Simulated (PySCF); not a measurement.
Al(F)(SiH3)2 (AlFH6Si2), SMILES [F][Al]([SiH3])[SiH3]. Atoms are numbered in the order given.

```xyz
10

Al    -0.3513    -0.2299     0.0284
F     -1.7535    -1.1434     0.1400
Si    -0.4958     1.8306    -1.3002
H      0.8382     2.1770    -1.8824
H     -0.9106     2.9737    -0.4262
H     -1.4838     1.7219    -2.4158
Si     1.6186    -1.0980     1.2104
H      2.4840     0.0263     1.6855
H      2.4447    -1.9311     0.2795
H      1.2550    -1.9440     2.3870
```

Coordinates come from a B3LYP-D3(BJ)/def2-SVP optimisation. The structure was generated by enumeration; whether it is a known compound was not checked.

Computed with TDDFT-LC-ωPBE/def2-SVPD (PySCF 2.14.0).

Vertical excitations. Isolated molecule, no solvent.

```json
[
 {"state": "S1", "energy (eV)": "4.27", "λ (nm)": "290", "f": "0.000", "main pairs": "HOMO→LUMO 98 %"},
 {"state": "S2", "energy (eV)": "5.87", "λ (nm)": "211", "f": "0.019", "main pairs": "HOMO→LUMO+2 54 %, HOMO→LUMO+1 37 %"},
 {"state": "S3", "energy (eV)": "6.69", "λ (nm)": "185", "f": "0.670", "main pairs": "HOMO→LUMO+1 45 %, HOMO→LUMO+2 38 %"},
 {"state": "S4", "energy (eV)": "6.97", "λ (nm)": "178", "f": "0.125", "main pairs": "HOMO−1→LUMO 81 %"},
 {"state": "S5", "energy (eV)": "7.51", "λ (nm)": "165", "f": "0.053", "main pairs": "HOMO→LUMO+4 33 %, HOMO→LUMO+6 33 %, HOMO→LUMO+5 8 %, HOMO−1→LUMO+2 6 %"},
 {"state": "S6", "energy (eV)": "7.52", "λ (nm)": "165", "f": "0.026", "main pairs": "HOMO→LUMO+5 59 %, HOMO−1→LUMO 10 %"},
 {"state": "S7", "energy (eV)": "7.66", "λ (nm)": "162", "f": "0.276", "main pairs": "HOMO→LUMO+3 60 %, HOMO−3→LUMO 10 %, HOMO→LUMO+5 9 %"},
 {"state": "S8", "energy (eV)": "7.82", "λ (nm)": "158", "f": "0.013", "main pairs": "HOMO−2→LUMO 79 %"},
 {"state": "S9", "energy (eV)": "7.96", "λ (nm)": "156", "f": "0.015", "main pairs": "HOMO−5→LUMO 77 %"},
 {"state": "S10", "energy (eV)": "8.07", "λ (nm)": "154", "f": "0.000", "main pairs": "HOMO−4→LUMO 71 %"},
 {"state": "T1", "energy (eV)": "3.54", "λ (nm)": "350", "f": "0", "main pairs": "HOMO→LUMO 95 %"},
 {"state": "T2", "energy (eV)": "5.00", "λ (nm)": "248", "f": "0", "main pairs": "HOMO→LUMO+2 73 %, HOMO→LUMO+1 15 %"},
 {"state": "T3", "energy (eV)": "5.24", "λ (nm)": "237", "f": "0", "main pairs": "HOMO−1→LUMO 64 %, HOMO→LUMO+5 16 %"},
 {"state": "T4", "energy (eV)": "5.64", "λ (nm)": "220", "f": "0", "main pairs": "HOMO→LUMO+1 47 %, HOMO→LUMO+3 25 %, HOMO→LUMO+2 10 %"}
]
```
Triplets are in the Tamm–Dancoff approximation, which puts them higher than full response would, so one can lie above its singlet here.
